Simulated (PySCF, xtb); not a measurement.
SeClI, SMILES Cl[Se]I.

Harmonic wavenumbers (cm⁻¹) from GFN2-xTB run with xtb at its own minimum, in rising order: 126, 272, 382.

**Question.** What does B3LYP-D3(BJ)/def2-TZVP in PySCF give at its own minimum? (The exact figures need the calculation; the answer reports its results.)

**Answer.** 115, 242, 391. Paired by order, the mean absolute difference is 17 cm⁻¹ and the zero-point energies are 1.1 and 1.1 kcal/mol.
